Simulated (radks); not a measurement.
Values are calculated unless marked as measured or tabulated.
Fractional charge and spin in the 5s shell of tellurium: the spin-up occupation runs from 0 to 1 and the spin-down occupation from 0 to 1; the fullest corner is Te3+, [Kr] 4d10 5p(up 0.5, down 0.5) 5s(up 1, down 1). Code: a radial shooting solver on a logarithmic mesh with Libxc functionals. Model: scalar-relativistic Kohn-Sham, LDA (Slater exchange, Perdew-Wang correlation), spin-polarised, spherical densities, point nucleus. Energy (eV) above the fullest corner. The planes named below are the two flat planes that join the four corners, with an edge along up + down = one added electron.

down \ up        0    0.25     0.5    0.75       1
0          109.249  93.006  77.474  62.653  48.540
0.25        93.006  77.546  62.790  48.738  35.386
0.5         77.474  62.790  48.803  35.512  22.913
0.75        62.653  48.738  35.512  22.973  11.119
1           48.540  35.386  22.913  11.119   0.000

Corners above the fullest one (they belong to Te4+ and the next ion): (up 1, down 0) 48.540 eV, (up 0, down 1) 48.540 eV, (up 0, down 0) 109.25 eV. With half an added electron in each spin the energy lies 0.263 eV from the planes, and with half an added electron in spin up alone -1.421 eV. The planes are only a guide here: the flat-plane condition holds for ground states with one frontier orbital, while this shell lies below other occupied shells, so the corners above the fullest one are inner-hole states and not the ground states of those ions.
